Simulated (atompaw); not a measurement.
# An all-electron radial function and its pseudo partner (Tm (Z = 69))

Columns: radius, all-electron u(r) and pseudo u(r) of the 5s shell (level -60.11 eV) of thulium in the configuration [Kr] 4d10 4f13 5s2 5p6 5d0 6s1 6p0; PBE, scalar-relativistic, PAW (atompaw) scheme, atompaw 4.2.0.5.

```
r (bohr)  all-electron  pseudo
   0.115        0.1751  0.2020
   0.231        0.1198  0.3974
   0.346       -0.4939  0.5752
   0.462       -0.4740  0.7314
   0.577       -0.0552  0.8580
   0.692        0.4090  0.9528
   0.808        0.7626  1.0143
   0.923        0.9695  1.0416
   1.038        1.0552  1.0370
   1.154        1.0539  1.0038
   1.269        0.9970  0.9472
   1.385        0.9084  0.8719
   1.500        0.8068  0.7854
   1.615        0.7028  0.6931
   1.731        0.6024  0.5994
   1.846        0.5110  0.5109
   1.962        0.4289  0.4293
   2.077        0.3579  0.3580
   2.192        0.2969  0.2969
   2.308        0.2446  0.2446
   2.423        0.2010  0.2010
   2.538        0.1647  0.1647
   2.654        0.1342  0.1342
   2.769        0.1094  0.1094
   2.885        0.0887  0.0887
   3.000        0.0720  0.0720
```

How many radial nodes do the two functions have?

The all-electron 5s function has n − l − 1 = 4 (the table is too coarse to show those close to the nucleus); the pseudo-wave has 0, since the states of the same l below it are removed with the core.

At about which radius was the pseudo-wave matched?

2.20 bohr. The columns agree to 0.0005 from 1.85 bohr on; several derivatives are matched, so the curves merge somewhat inside the radius.

Is the pseudo-wave norm-conserving?

No, it belongs to a PAW set: the norm inside the radius is not constrained, and the difference is carried by the augmentation charge.
